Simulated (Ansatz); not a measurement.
# Worked example: C2H5ClSn + C2H2ClGa → C2H6Sn + C2HCl2Ga

Species: C2H5ClSn `C=[CH][SnH2][Cl]`, singlet; C2H2ClGa `C#[C][GaH][Cl]`, singlet; C2H6Sn `C=[CH][SnH3]`, singlet; C2HCl2Ga `C#[C][Ga]([Cl])[Cl]`, singlet. The partners trade Cl for H: Sn–Cl and Ga–H bonds give way to Sn–H and Ga–Cl.

Shapes, held fixed at every level: PBE0-D4/def2-TZVP. Flexible molecules stand in one conformer, not always the lowest. Programs: Ansatz 0.2.0. The zero-point and thermal change to 298 K, harmonic and unscaled (PBE0-D4/def2-TZVP), is -0.6 kJ/mol.

At CCSD(T)/def2-TZVPP; 1 Eh = 2625.50 kJ/mol:

| species | energy (Eh) |
| --- | --- |
| C2H5ClSn | -752.459705 |
| C2H2ClGa | -2460.454727 |
| C2H6Sn | -293.273971 |
| C2HCl2Ga | -2919.648754 |

Question: Work out ΔH(298 K) of the reaction at this level.

Answer: 
1. Products less reactants: (-293.273971) + (-2919.648754) − [(-752.459705) + (-2460.454727)] = -0.008293 Eh = -21.8 kJ/mol.
2. With the thermal change: -21.8 + (-0.6) = -22.4 kJ/mol.

Other levels give -30.0 (MP2/def2-SVP) to -12.6 kJ/mol (B3LYP-D4/def2-TZVPP). No measured value is set beside it here. For atoms past krypton def2 sets carry core potentials with scalar relativity. Relativity is left out for Ga. Outer-core shells of Ga, Sn are correlated, in sets that cover them unevenly.
